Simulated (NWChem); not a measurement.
CH5Bi; SMILES [CH3][BiH2]

```xyz
7

Bi     0.0347     0.2352    -0.0002
H     -1.2461     0.3181     1.2892
H     -1.2598     0.3177    -1.2759
C      0.0105    -2.0702     0.0002
H      0.5357    -2.4229    -0.9071
H     -1.0309    -2.4365     0.0058
H      0.5453    -2.4226     0.9020
```
Atoms are numbered in this order, from 1.

Program: NWChem. Geometry: optimised at PBE-D3(BJ)/def2-SVP. def2 effective core potentials on Bi; no spin-orbit coupling. Field at 589 nm.

Question: What does the run give for B3LYP/def2-SVP? Quantities: isotropic polarisability (bohr³); anisotropy (bohr³).

Answer: 
```json
{
 "isotropic polarisability (bohr³)": "57.5",
 "anisotropy (bohr³)": "14.0"
}
```
